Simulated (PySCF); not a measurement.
Isomers of C6H11NOSi, from PySCF 2.14.0, PBE0-D3(BJ)/def2-SVP geometry optimisation, gas phase. One conformer each, no zero-point energy, no frequencies.

Question: Which is lowest in electronic energy at this level?
A. `[O:1]=[C:2]=[N:3][SiH:4]1[CH2:5][CH2:6][CH2:7][CH2:8][CH2:9]1` with N3–Si4–C5–C6 -167°, Si4–C5–C6–C7 56°, C5–C6–C7–C8 -65°, C6–C7–C8–C9 65°: A = 3261, B = 688.0, C = 613.2 MHz, dipole 2.99 D
B. `[CH3:1][C:2](=[O:3])[NH:4][C@@H:5]1[CH:6]=[CH:7][CH2:8][SiH2:9]1` with C1–C2–N4–C5 177°, C2–N4–C5–C6 142°, N4–C5–C6–C7 -145°, C6–C7–C8–Si9 20°, C7–C8–Si9–C5 -27°, N4–C5–Si9–C8 151°: A = 3144, B = 925.0, C = 752.1 MHz, dipole 3.63 D
C. `[CH3:1][O:2][CH2:3][SiH2:4][n:5]1[cH:6][cH:7][cH:8][cH:9]1` with C1–O2–C3–Si4 -92°, O2–C3–Si4–N5 175°, C3–Si4–N5–C6 -82°: A = 4068, B = 619.3, C = 592.2 MHz, dipole 1.61 D

Answer: A. That is `O=C=N[SiH]1CCCCC1`, 42.1 kcal/mol below the next.

```tsv
SMILES	mapped SMILES	E (Eh)	relative (kcal/mol)	relative (kJ/mol)	dipole (D)
O=C=N[SiH]1CCCCC1	[O:1]=[C:2]=[N:3][SiH:4]1[CH2:5][CH2:6][CH2:7][CH2:8][CH2:9]1	-653.91795	0.0	0.0	2.99
CC(=O)N[C@@H]1C=CC[SiH2]1	[CH3:1][C:2](=[O:3])[NH:4][C@@H:5]1[CH:6]=[CH:7][CH2:8][SiH2:9]1	-653.85093	42.1	176.0	3.63
COC[SiH2]n1cccc1	[CH3:1][O:2][CH2:3][SiH2:4][n:5]1[cH:6][cH:7][cH:8][cH:9]1	-653.82535	58.1	243.1	1.61
```

As drawn, the lowest has a C=O bond, cumulated double bonds and a C=N bond, which the highest lacks; the highest has an aromatic ring, which the lowest lacks.
